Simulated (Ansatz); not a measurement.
`N#[C][Ge]([F])([C]#N)[C]#N` → 3 C• + F• + Ge• + 3 N•  (atomization)

Isolated molecules relaxed with PBE0-D4/def2-TZVP in Ansatz; ΔE leaves out vibrations. CBS: MP2 limit from def2 TZ/QZ plus the TZ coupled-cluster correction, frozen cores. This one scheme is used for every species, atoms too. For atomizations the MP2-based limit and the directly extrapolated one differ by several kJ/mol either way, and by 10 to 25 for some Ge, Se and Sn compounds, so smaller differences from it don't rank the levels. No spin–orbit coupling; open shells (•) take unrestricted orbitals. Spin–orbit coupling would lower the free atoms: a little for C, F; clearly for Ge. Bonds to Ge are less sure, by a few kJ/mol each and by 10 to 20 or more in all where they break to atoms, as the def2 sets lack core-valence functions. Scalar relativity is left out up to krypton.

```json
{"level": "HF/def2-QZVPP", "ΔE (kJ/mol)": "2384.2"}
{"level": "CCSD/CBS(def2)", "ΔE (kJ/mol)": "3756.5"}
```

(1) What does CCSD(T)/CBS give? (Best estimate.)

Largest T1 diagnostic among the species: 0.014.

Results:

(1) Computed: +3890.0 kJ/mol. The listed levels differ from it by -1505.8, -133.5 kJ/mol.

From r2SCAN to r2SCAN0 (25 % exact exchange), in def2-TZVPP and without D4, ΔE moves by −173.1 kJ/mol: exact exchange takes away binding that semilocal exchange gives to molecules. Leaving LDA and LC-ωPBE aside and taking each functional with its dispersion term where it has one, the values, not all of them listed here, spread over 499.8 kJ/mol, from BHLYP-D4 to PBE-D4. LDA lies +523.6 kJ/mol from PBE without D4, its usual overbinding.
